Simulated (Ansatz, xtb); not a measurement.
**C7H7FS: 3 structures ranked**

3 gas-phase structures of C7H7FS, from a drawn sample of its isomers (lower ones may exist). Each was relaxed with GFN2-xTB:

A. `FCc1cccc(S)c1`, a singlet
B. `Cc1cc(S)ccc1F`, a singlet
C. `Fc1cc2c(s1)CCC2`, a singlet

Make a reasoned guess at their ranking by r2SCAN-D4/def2-SVP single-point energy.

Calculated order at r2SCAN-D4/def2-SVP: B (0.000), A (0.267), C (0.674) eV.

Energies above the lowest of each column, in eV; the last columns are at PBE-D3(BJ)/def2-SVP geometries:

| structure | GFN2-xTB | HF/STO-3G | r2SCAN-D4/def2-SVP | PBE-D3(BJ)/def2-SVP | CCSD(T)/def2-SVP + ΔMP2/def2-TZVPP |
| --- | --- | --- | --- | --- | --- |
| B | 0.000 | 0.639 | 0.000 | 0.000 | 0.000 |
| A | 0.223 | 1.021 | 0.267 | 0.285 | 0.156 |
| C | 0.153 | 0.000 | 0.674 | 0.597 | 0.551 |

CCSD(T)/def2-SVP + ΔMP2/def2-TZVPP puts B lowest; HF/STO-3G picks C. Flexible structures stand in one conformer each, not always the lowest. ΔMP2 is the change of the MP2 energy from the smaller to the larger basis.

Programs: Ansatz 0.2.0, xtb 6.7.1.
